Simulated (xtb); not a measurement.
xtb input (GFN2-xTB):

```bash
xtb mol.xyz --gfn 2 --sp --chrg -1 --uhf 0
```
mol.xyz:
```
3

In     0.77967046     0.38191911     0.25390237
I     -0.74758679     1.64310339    -1.66557149
I      0.02675938    -1.99619842     1.43083156
```

Output:

```
           -------------------------------------------------
          |                Calculation Setup                |
           -------------------------------------------------

           -------------------------------------------------
          |                 G F N 2 - x T B                 |
           -------------------------------------------------

        Reference                      10.1021/acs.jctc.8b01176
      * Hamiltonian:
        H0-scaling (s, p, d)           1.850000    2.230000    2.230000
        zeta-weighting                 0.500000
      * Dispersion:
        s8                             2.700000
        a1                             0.520000
        a2                             5.000000
        s9                             5.000000
      * Repulsion:
        kExp                           1.500000    1.000000
        rExp                           1.000000
      * Coulomb:
        alpha                          2.000000
        third order                    shell-resolved
        anisotropic                    true
        a3                             3.000000
        a5                             4.000000
        cn-shift                       1.200000
        cn-exp                         4.000000
        max-rad                        5.000000

          ...................................................
          :                      SETUP                      :
          :.................................................:
          :  # basis functions                  30          :
          :  # atomic orbitals                  27          :
          :  # shells                            9          :
          :  # electrons                        18          :
          :  max. iterations                   250          :
          :  Hamiltonian                  GFN2-xTB          :
          :  restarted?                      false          :
          :  GBSA solvation                  false          :
          :  PC potential                    false          :
          :  electronic temp.          300.0000000     K    :
          :  accuracy                    1.0000000          :
          :  -> integral cutoff          0.2500000E+02      :
          :  -> integral neglect         0.1000000E-07      :
          :  -> SCF convergence          0.1000000E-05 Eh   :
          :  -> wf. convergence          0.1000000E-03 e    :
          :  Broyden damping             0.4000000          :
          :  net charge                         -1          :
          :  unpaired electrons                  0          :
          ...................................................

 iter      E             dE          RMSdq      gap      omega  full diag
   1     -9.1235974 -0.912360E+01  0.416E+01    3.39       0.0  T
   2     -9.2513076 -0.127710E+00  0.884E+00    4.95       1.0  T
   3     -9.2592845 -0.797688E-02  0.407E+00    4.85       1.0  T
   4     -9.2600788 -0.794278E-03  0.215E+00    4.88       1.0  T
   5     -9.2604161 -0.337388E-03  0.614E-01    4.88       1.0  T
   6     -9.2604532 -0.370551E-04  0.335E-01    4.87       1.0  T
   7     -9.2604594 -0.621209E-05  0.363E-02    4.88       1.6  T
   8     -9.2604594  0.325963E-07  0.212E-02    4.89       2.7  T
   9     -9.2604594 -0.540035E-07  0.876E-03    4.88       6.6  T
  10     -9.2604594 -0.373957E-08  0.188E-03    4.88      30.7  T
  11     -9.2604594 -0.861764E-10  0.166E-03    4.88      34.8  T
  12     -9.2604594 -0.124455E-09  0.588E-05    4.88     982.5  T
  13     -9.2604594  0.710543E-14  0.529E-05    4.88    1090.5  T

   *** convergence criteria satisfied after 13 iterations ***

         #    Occupation            Energy/Eh            Energy/eV
      -------------------------------------------------------------
         1        2.0000           -0.5365069             -14.5991
       ...           ...                  ...                  ...
         3        2.0000           -0.3139498              -8.5430
         4        2.0000           -0.2491703              -6.7803
         5        2.0000           -0.2372295              -6.4553
         6        2.0000           -0.2353270              -6.4036
         7        2.0000           -0.2341848              -6.3725
         8        2.0000           -0.2295457              -6.2463
         9        2.0000           -0.1804640              -4.9107 (HOMO)
        10                         -0.0009591              -0.0261 (LUMO)
        11                          0.0587066               1.5975
        12                          0.1266361               3.4459
        13                          0.1655079               4.5037
        14                          0.1817086               4.9445
       ...                                ...                  ...
        27                          1.7211081              46.8337
      -------------------------------------------------------------
                  HL-Gap            0.1795049 Eh            4.8846 eV
             Fermi-level           -0.0907115 Eh           -2.4684 eV

 SCC (total)                   0 d,  0 h,  0 min,  0.007 sec
 SCC setup                      ...        0 min,  0.000 sec (  2.196%)
 Dispersion                     ...        0 min,  0.000 sec (  0.474%)
 classical contributions        ...        0 min,  0.000 sec (  0.522%)
 integral evaluation            ...        0 min,  0.001 sec ( 16.260%)
 iterations                     ...        0 min,  0.004 sec ( 57.709%)
 molecular gradient             ...        0 min,  0.002 sec ( 20.936%)
 printout                       ...        0 min,  0.000 sec (  1.589%)

         :::::::::::::::::::::::::::::::::::::::::::::::::::::
         ::                     SUMMARY                     ::
         :::::::::::::::::::::::::::::::::::::::::::::::::::::
         :: total energy              -9.252247169628 Eh    ::
         :: gradient norm              0.070418278110 Eh/a0 ::
         :: HOMO-LUMO gap              4.884576152106 eV    ::
         ::.................................................::
         :: SCC energy                -9.260459471966 Eh    ::
         :: -> isotropic ES            0.115542846832 Eh    ::
         :: -> anisotropic ES         -0.002771332916 Eh    ::
         :: -> anisotropic XC         -0.016757401616 Eh    ::
         :: -> dispersion             -0.003005733889 Eh    ::
         :: repulsion energy           0.008212302338 Eh    ::
         :: add. restraining           0.000000000000 Eh    ::
         :: total charge              -1.000000000000 e     ::
         :::::::::::::::::::::::::::::::::::::::::::::::::::::

           -------------------------------------------------
          |                Property Printout                |
           -------------------------------------------------

    * Orbital Energies and Occupations

         #    Occupation            Energy/Eh            Energy/eV
      -------------------------------------------------------------
         1        2.0000           -0.5365069             -14.5991
         2        2.0000           -0.5360403             -14.5864
         3        2.0000           -0.3139498              -8.5430
         4        2.0000           -0.2491703              -6.7803
         5        2.0000           -0.2372295              -6.4553
         6        2.0000           -0.2353270              -6.4036
         7        2.0000           -0.2341848              -6.3725
         8        2.0000           -0.2295457              -6.2463
         9        2.0000           -0.1804640              -4.9107 (HOMO)
        10                         -0.0009591              -0.0261 (LUMO)
        11                          0.0587066               1.5975
Note: The following floating-point exceptions are signalling: IEEE_DENORMAL
normal termination of xtb
        12                          0.1266361               3.4459
        13                          0.1655079               4.5037
        14                          0.1817086               4.9445
        15                          0.2144948               5.8367
        16                          0.2389074               6.5010
        17                          0.2456941               6.6857
        18                          0.2461692               6.6986
        19                          0.2540432               6.9129
        20                          0.2562989               6.9742
       ...                                ...                  ...
        27                          1.7211081              46.8337
      -------------------------------------------------------------
                  HL-Gap            0.1795049 Eh            4.8846 eV
             Fermi-level           -0.0907115 Eh           -2.4684 eV

     #   Z          covCN         q      C6AA      α(0)
     1  49 In       1.688    -0.043   388.020    44.064
     2  53 I        0.844    -0.479   408.811    34.904
     3  53 I        0.844    -0.479   408.811    34.904

 Mol. C6AA /au·bohr⁶  :       3585.480689
 Mol. C8AA /au·bohr⁸  :     389640.741891
 Mol. α(0) /au        :        113.872768

Wiberg/Mayer (AO) data.
largest (>0.10) Wiberg bond orders for each atom

 ---------------------------------------------------------------------------
     #   Z sym  total        # sym  WBO       # sym  WBO       # sym  WBO
 ---------------------------------------------------------------------------
     1  49 In   1.868 --     2 I    0.934     3 I    0.934
     2  53 I    0.940 --     1 In   0.934
     3  53 I    0.940 --     1 In   0.934
 ---------------------------------------------------------------------------

Topologies differ in total number of bonds
Writing topology from bond orders to xtbtopo.mol

molecular dipole:
                 x           y           z       tot (Debye)
 q only:        0.589       0.288       0.192
   full:        1.346       0.659       0.438       3.968
molecular quadrupole (traceless):
                xx          xy          yy          xz          yz          zz
 q only:        8.800       3.218      -6.798      -3.336      14.317      -2.002
  q+dip:       16.557       5.580     -13.148      -7.157      28.153      -3.409
   full:       16.730       5.129     -13.669      -8.177      29.750      -3.061

           -------------------------------------------------
          | TOTAL ENERGY               -9.252247169628 Eh   |
          | GRADIENT NORM               0.070418278110 Eh/α |
          | HOMO-LUMO GAP               4.884576152106 eV   |
           -------------------------------------------------

------------------------------------------------------------------------
------------------------------------------------------------------------
 total:
 SCF:
```

This state (charge -1, singlet) is run at the relaxed geometry of the species with charge 0 and multiplicity 2.
